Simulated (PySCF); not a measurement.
C₃H₇O, SMILES CC(C)[O], multiplicity 2. Coordinates come from a PBE-D3(BJ)/def2-SVP optimisation. The isomer is the one that the SMILES or the coordinates give; other isomers of the formula were not compared.

All values below come from PySCF with PBE-D3(BJ)/def2-SVP.

Harmonic wavenumbers (cm⁻¹): 192, 233, 347, 408, 442, 791, 841, 872, 964, 1013, 1013, 1088, 1124, 1204, 1302, 1327, 1396, 1401, 1413, 1421, 2687, 2972, 2977, 3066, 3070, 3087, 3088. Rotational constants (GHz): 9.147, 7.981, 4.789; symmetry number 1.

**Question.** Work out the zero-point energy and the ideal-gas rigid-rotor harmonic-oscillator thermochemistry at 298.15 K and 1 atm.

**Answer.** ZPE = ½ Σ hcν = ½ × 39740 cm⁻¹ = 56.81 kcal/mol. H − E(el) = 60.72 kcal/mol. Entropy in cal/(mol K): translation 38.15, rotation 24.33, vibration 8.11, spin 1.38, total 71.98. G − E(el) = 39.26 kcal/mol. Cp = 20.39 cal/(mol K).
